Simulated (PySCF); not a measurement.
How methods differ on the excitation energy of Rh

Rh [Kr] 4d8 5s1 (4F) → Rh [Kr] 4d7 5s1 6s1 (6F), as a difference of total energies. Calculation: PySCF 2.14, in aug-cc-pVTZ-PP with ECP28MDF; a scalar-relativistic core potential. Correlated levels: valence: 4s2 4p6 frozen. The calculations carry no spin-orbit coupling.

| method | excitation energy (cm⁻¹) |
| --- | --- |
| UHF | 42446 |
| MP2 (valence) | 56192 |
| SCS-MP2 (valence) | 57368 |
| CCSD (valence) | 54204 |
| CCSD(T) (valence) | 55307 |

The promoted electron is Rydberg-like, and one or two diffuse shells describe it only roughly, which tends to raise the upper state.
